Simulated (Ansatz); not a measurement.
Si16Bi. The state is a doublet with charge 0. Geometry r2SCAN-D4/def2-SVP.

Cartesian coordinates in Å:
```
Bi 2.2630 3.3830 1.6002
Si -0.5730 -0.2081 -1.9292
Si 0.8762 -1.4261 1.2352
Si -2.5033 0.4953 0.1666
Si -2.9292 -0.7523 2.2465
Si 1.6697 1.8309 -0.5000
Si 0.1210 -3.4508 0.4157
Si -1.6909 -1.8828 0.5668
Si -0.6535 -0.0277 2.2228
Si -0.0754 2.0987 1.3972
Si 2.6768 -0.3542 0.0818
Si 1.1050 -1.9605 -1.2099
Si -0.5987 2.0171 -1.0336
Si 1.8054 0.1398 -2.3415
Si -2.7091 -1.1693 -1.5246
Si 3.3527 -1.6273 -1.8594
Si -2.1368 2.8940 0.4655
```

In the def2 sets Bi takes a core potential; there is no spin–orbit coupling. Single mean-field runs in def2-TZVP are fitted with def2-universal-jkfit. Another isomer (doublet) lies 0.73 eV lower at PBE0-D4/def2-TZVP; other spin states weren't run for this one.

(1) Estimate the α-spin orbital energies around the gap (eV) in Ansatz with LDA (SPW92)/def2-TZVP, PBE-D4/def2-SVP, PBE-D4/def2-TZVP, r2SCAN-D4/def2-TZVP, PBE0-D4/def2-SVP.

Results:

(1) 
```json
{"orbital": "HOMO−13", "LDA (SPW92)/def2-TZVP": "-7.31", "PBE-D4/def2-SVP": "-7.30", "PBE-D4/def2-TZVP": "-7.16", "r2SCAN-D4/def2-TZVP": "-7.41", "PBE0-D4/def2-SVP": "-8.28"}
{"orbital": "HOMO−12", "LDA (SPW92)/def2-TZVP": "-7.06", "PBE-D4/def2-SVP": "-7.06", "PBE-D4/def2-TZVP": "-6.92", "r2SCAN-D4/def2-TZVP": "-7.18", "PBE0-D4/def2-SVP": "-8.01"}
{"orbital": "HOMO−11", "LDA (SPW92)/def2-TZVP": "-6.97", "PBE-D4/def2-SVP": "-6.97", "PBE-D4/def2-TZVP": "-6.83", "r2SCAN-D4/def2-TZVP": "-7.08", "PBE0-D4/def2-SVP": "-7.90"}
{"orbital": "HOMO−10", "LDA (SPW92)/def2-TZVP": "-6.52", "PBE-D4/def2-SVP": "-6.50", "PBE-D4/def2-TZVP": "-6.37", "r2SCAN-D4/def2-TZVP": "-6.61", "PBE0-D4/def2-SVP": "-7.36"}
{"orbital": "HOMO−9", "LDA (SPW92)/def2-TZVP": "-6.49", "PBE-D4/def2-SVP": "-6.47", "PBE-D4/def2-TZVP": "-6.34", "r2SCAN-D4/def2-TZVP": "-6.56", "PBE0-D4/def2-SVP": "-7.33"}
{"orbital": "HOMO−8", "LDA (SPW92)/def2-TZVP": "-6.38", "PBE-D4/def2-SVP": "-6.36", "PBE-D4/def2-TZVP": "-6.24", "r2SCAN-D4/def2-TZVP": "-6.51", "PBE0-D4/def2-SVP": "-7.24"}
{"orbital": "HOMO−7", "LDA (SPW92)/def2-TZVP": "-6.21", "PBE-D4/def2-SVP": "-6.20", "PBE-D4/def2-TZVP": "-6.06", "r2SCAN-D4/def2-TZVP": "-6.29", "PBE0-D4/def2-SVP": "-7.04"}
{"orbital": "HOMO−6", "LDA (SPW92)/def2-TZVP": "-6.11", "PBE-D4/def2-SVP": "-6.10", "PBE-D4/def2-TZVP": "-5.96", "r2SCAN-D4/def2-TZVP": "-6.18", "PBE0-D4/def2-SVP": "-6.90"}
{"orbital": "HOMO−5", "LDA (SPW92)/def2-TZVP": "-6.01", "PBE-D4/def2-SVP": "-5.99", "PBE-D4/def2-TZVP": "-5.86", "r2SCAN-D4/def2-TZVP": "-6.09", "PBE0-D4/def2-SVP": "-6.79"}
{"orbital": "HOMO−4", "LDA (SPW92)/def2-TZVP": "-5.71", "PBE-D4/def2-SVP": "-5.69", "PBE-D4/def2-TZVP": "-5.56", "r2SCAN-D4/def2-TZVP": "-5.77", "PBE0-D4/def2-SVP": "-6.51"}
{"orbital": "HOMO−3", "LDA (SPW92)/def2-TZVP": "-5.62", "PBE-D4/def2-SVP": "-5.59", "PBE-D4/def2-TZVP": "-5.49", "r2SCAN-D4/def2-TZVP": "-5.72", "PBE0-D4/def2-SVP": "-6.44"}
{"orbital": "HOMO−2", "LDA (SPW92)/def2-TZVP": "-5.41", "PBE-D4/def2-SVP": "-5.40", "PBE-D4/def2-TZVP": "-5.28", "r2SCAN-D4/def2-TZVP": "-5.48", "PBE0-D4/def2-SVP": "-6.20"}
{"orbital": "HOMO−1", "LDA (SPW92)/def2-TZVP": "-5.02", "PBE-D4/def2-SVP": "-5.03", "PBE-D4/def2-TZVP": "-4.93", "r2SCAN-D4/def2-TZVP": "-5.19", "PBE0-D4/def2-SVP": "-5.85"}
{"orbital": "HOMO", "LDA (SPW92)/def2-TZVP": "-4.97", "PBE-D4/def2-SVP": "-4.93", "PBE-D4/def2-TZVP": "-4.82", "r2SCAN-D4/def2-TZVP": "-4.95", "PBE0-D4/def2-SVP": "-5.55"}
{"orbital": "LUMO", "LDA (SPW92)/def2-TZVP": "-4.29", "PBE-D4/def2-SVP": "-4.23", "PBE-D4/def2-TZVP": "-4.13", "r2SCAN-D4/def2-TZVP": "-4.20", "PBE0-D4/def2-SVP": "-3.85"}
{"orbital": "LUMO+1", "LDA (SPW92)/def2-TZVP": "-3.69", "PBE-D4/def2-SVP": "-3.60", "PBE-D4/def2-TZVP": "-3.52", "r2SCAN-D4/def2-TZVP": "-3.52", "PBE0-D4/def2-SVP": "-3.11"}
{"orbital": "LUMO+2", "LDA (SPW92)/def2-TZVP": "-3.60", "PBE-D4/def2-SVP": "-3.48", "PBE-D4/def2-TZVP": "-3.42", "r2SCAN-D4/def2-TZVP": "-3.42", "PBE0-D4/def2-SVP": "-2.98"}
{"orbital": "LUMO+3", "LDA (SPW92)/def2-TZVP": "-3.44", "PBE-D4/def2-SVP": "-3.30", "PBE-D4/def2-TZVP": "-3.25", "r2SCAN-D4/def2-TZVP": "-3.24", "PBE0-D4/def2-SVP": "-2.76"}
{"orbital": "LUMO+4", "LDA (SPW92)/def2-TZVP": "-3.13", "PBE-D4/def2-SVP": "-2.99", "PBE-D4/def2-TZVP": "-2.94", "r2SCAN-D4/def2-TZVP": "-2.89", "PBE0-D4/def2-SVP": "-2.42"}
{"orbital": "LUMO+5", "LDA (SPW92)/def2-TZVP": "-2.83", "PBE-D4/def2-SVP": "-2.67", "PBE-D4/def2-TZVP": "-2.64", "r2SCAN-D4/def2-TZVP": "-2.58", "PBE0-D4/def2-SVP": "-2.09"}
{"orbital": "β HOMO", "LDA (SPW92)/def2-TZVP": "-4.95", "PBE-D4/def2-SVP": "-4.91", "PBE-D4/def2-TZVP": "-4.81", "r2SCAN-D4/def2-TZVP": "-4.93", "PBE0-D4/def2-SVP": "-5.54"}
{"orbital": "β LUMO", "LDA (SPW92)/def2-TZVP": "-4.61", "PBE-D4/def2-SVP": "-4.39", "PBE-D4/def2-TZVP": "-4.33", "r2SCAN-D4/def2-TZVP": "-4.17", "PBE0-D4/def2-SVP": "-3.82"}
```
